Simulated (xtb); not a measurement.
Si(F)2(Me)(SeH) (CH4F2SeSi), SMILES C[Si](F)(F)[SeH]. All values are semi-empirical tight-binding results from xtb (GFN2-xTB unless named), good for trends rather than for accurate numbers. Coordinates come from a GFN2-xTB optimisation. The structure was generated by enumeration, and PubChem lists no compound with its InChIKey, so it may never have been made. The values are those of a single conformer.

- orbital gap = 4.47 eV
- zero-point energy = 31.0 kcal/mol
- G − E(el) at 298.15 K (modified RRHO) = 9.4 kcal/mol
- static polarisability (D4 model) = 76.7 bohr³
- solvation energy, GFN2-xTB/ALPB(water) = -2.2 kcal/mol
- solvation energy, GFN2-xTB/ALPB(acetone) = -4.4 kcal/mol
